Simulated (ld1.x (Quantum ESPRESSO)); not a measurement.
chromium (Cr), TM: configuration errors across variants

* Element: Cr (Z = 24)
* Generator: ld1.x (Quantum ESPRESSO) 7.5
* Type: norm-conserving Troullier–Martins (Kleinman–Bylander form)
* Functional: PBEsol
* Relativity: scalar-relativistic
* Frozen core: [Ar]
* Valence charge: 6
* Reference configuration: 3d5 4s1 4p0
* Partial waves: 4s (bound): rc 2.15 bohr; 4p (bound, empty): rc 2.65 bohr; 3d (bound): rc 1.40 bohr
* Local potential: all-electron potential smoothed inside 2.30 bohr (lloc = -1)
* Core correction: none

All-electron excitation energies from the reference (eV): (1) 3d5 4s0 4p0 6.873; (2) 3d4 4s0 4p0 22.887; (3) 3d3 4s0 4p0 53.592; (4) 3d5.5 4s0.5 4p0 0.723; (5) 3d2 4s0 4p0 101.910; (6) 3d6 4s0 4p0 1.727; (7) 3d4 4s2 4p0 -0.094.

Tests that are not counted but printed errors over 1 eV. “local potential all-electron potential smoothed inside 1.84 bohr (lloc = -1)”: 3d4 4s2 4p0 (solver errors, printed error -209 eV).

A true bound ghost makes a file unfit for plane-wave use even where its test errors are small: the radial tests pick states by their node count and pass the ghost by. Where a test does run into it, the solver fails or the error is huge.

Errors AE − PS in meV (a dash: test not solved or not reliable):

| change | (1) | (2) | (3) | (4) | (5) | (6) | (7) | bound ghosts |
| --- | --- | --- | --- | --- | --- | --- | --- | --- |
| base | -6.1 | +5.8 | -388 | -15 | -1397 | -48 | -96 | none |
| local potential all-electron potential smoothed inside 1.56 bohr (lloc = -1) | -5.6 | +38 | -223 | -12 | -1069 | -36 | -105 | s |
| local potential all-electron potential smoothed inside 1.84 bohr (lloc = -1) | -5.8 | +29 | -272 | -11 | -1173 | -40 | – | s |
| local potential all-electron potential smoothed inside 2.14 bohr (lloc = -1) | -6.0 | +14 | -350 | -14 | -1326 | -45 | -84 | none |
| local potential all-electron potential smoothed inside 2.70 bohr (lloc = -1) | -6.3 | -33 | -555 | -19 | -1688 | -61 | -129 | none |
| local potential all-electron potential smoothed inside 2.90 bohr (lloc = -1) | -6.4 | -53 | -630 | -21 | -1812 | -67 | -141 | none |

Give the same row for: local potential all-electron potential smoothed inside 1.16 bohr (lloc = -1).

-5.4, +43, -191, -11, -996, -34, -87; bound ghosts: s, p.
